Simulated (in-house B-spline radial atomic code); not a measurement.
Radial electron density of Ar3+, 2s2 2p6 3s2 3p5. Computed with a radial B-spline atomic code at the basis-set limit: Dirac-Hartree-Fock, average of configuration, Fermi nucleus of rms radius 3.4274 fm.

Columns: r (bohr), 4πr²n(r) (electrons per bohr), bar.

```
   0.013   0.5552 #
  0.0155   0.7197 #
  0.0184   0.9123 ##
   0.022    1.146 ##
  0.0262    1.403 ###
  0.0312    1.679 ###
  0.0372    1.967 ####
  0.0444    2.268 ####
  0.0529    2.598 #####
   0.063    3.027 ######
  0.0751    3.702 #######
  0.0895    4.848 #########
   0.107    6.793 #############
   0.127    9.626 ##################
   0.152     13.6 #########################
   0.181    17.98 #################################
   0.215    21.78 ########################################
   0.257    23.81 ############################################
   0.306    22.86 ##########################################
   0.365    18.95 ###################################
   0.435    13.49 #########################
   0.518    8.637 ################
   0.617    6.048 ###########
   0.736    5.876 ###########
   0.877    6.782 #############
    1.05    7.091 #############
    1.25    6.046 ###########
    1.49    4.094 ########
    1.77    2.197 ####
    2.11   0.8888 ##
    2.52   0.2602 
       3  0.05463 
    3.57 0.007636 
    4.26 0.0006308
```

On this grid the curve has 2 maxima, near 0.257, 1.05 bohr.

The 3p3/2 radial function P(r) = rR(r), positive near the nucleus, with its small component Q(r) (sign convention: Q ≈ (P' + κP/r)/2c):

```
r (bohr)         P           Q
  0.0038  0.001113   -3.66e-05
 0.00539  0.002204   -7.25e-05
 0.00766  0.004355  -0.0001433
  0.0109  0.008552  -0.0002814
  0.0155   0.01656  -0.0005454
   0.022   0.03143   -0.001035
  0.0312   0.05808   -0.001916
  0.0444    0.1042   -0.003446
   0.063     0.177   -0.005875
  0.0895    0.2801   -0.009376
   0.127    0.3981    -0.01358
   0.181    0.4822    -0.01725
   0.257    0.4396    -0.01812
   0.365    0.1805    -0.01441
   0.518   -0.2889   -0.006549
   0.736   -0.7804    0.002154
    1.05   -0.9835    0.007024
    1.49   -0.7698    0.006325
    2.11   -0.3735    0.003141
       3  -0.09712   0.0008151
    4.26   -0.0109   9.086e-05
```
